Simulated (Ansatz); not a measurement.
```yaml
crystal:
  periodic: [false, false, false]
  atoms:
    - {symbol: C, position_ang: [0.818023, 0.031263, -0.307520]}
    - {symbol: In, position_ang: [-0.899896, 0.968151, 0.141396]}
    - {symbol: I, position_ang: [-2.759950, -0.324048, 1.928609]}
    - {symbol: H, position_ang: [0.221773, -0.951896, -1.011212]}
    - {symbol: H, position_ang: [1.453312, -0.027810, -1.083390]}
    - {symbol: H, position_ang: [1.252430, -0.439476, 0.551209]}
basis:
  gaussian: {orbitals: def2-TZVP, final_grid: {core_spheres: 1, valence_spheres: 1, degree: 5}}
total_charge: 1
hamiltonian: {xc: {name: PBE}}
output: {forces: true}
```

```sh
$ ansatz run in.yaml --threads 4 --pin off --events-out ev --progress --plain --max-ram 10444MiB
```

Shortened log:

```
Functional definition: PBE
1067 factors; their error is unknown
mean field evaluation 1: about -14330.8694 eV, gradient 9.3e1 eV
mean field evaluation 2: about -14219.3576 eV, gradient 1.7e2 eV
mean field evaluation 4: about -14346.3077 eV, gradient 3.6e1 eV
mean field evaluation 8: about -14351.3701 eV, gradient 5.0e-1 eV
mean field evaluation 16: about -14361.3454 eV, gradient 1.0e0 eV
mean field evaluation 32: about -14361.3480 eV, gradient 6.3e-5 eV
mean field -14361.34804245 eV, -527.7698060888 hartree, gradient 6.3e-5 eV, S^2 0.000000; 0 other end points of the search recorded, 0 dependent functions left out
reference -14361.34815816 eV, -527.7698103409 hartree; 27, 27 occupied and 122, 122 virtual orbitals, 1067 factors
Total energy: -14361.34815816 eV, -527.7698103409 hartree
Atom 0 at     0.818023     0.031263    -0.307520 Å, force     9.445182   -10.018942    -3.107875 eV/Å
Atom 1 at    -0.899896     0.968151     0.141396 Å, force    -9.724142     3.647127     3.745143 eV/Å
Atom 2 at    -2.759950    -0.324048     1.928609 Å, force     1.212535     0.918961    -1.167948 eV/Å
Atom 3 at     0.221773    -0.951896    -1.011212 Å, force     0.574271     2.126499     2.663256 eV/Å
Atom 4 at     1.453312    -0.027810    -1.083390 Å, force     0.733174     1.404744     1.085274 eV/Å
Atom 5 at     1.252430    -0.439476     0.551209 Å, force    -2.241021     1.921611    -3.217849 eV/Å
Dipole moment:     0.482587     0.367909    -0.597636 e Å
```

Problem. What is wrong with this run?

Solution. The integration grid is far too coarse. The calculation finished and met its thresholds. The result belongs to that input, not to the molecule as meant.
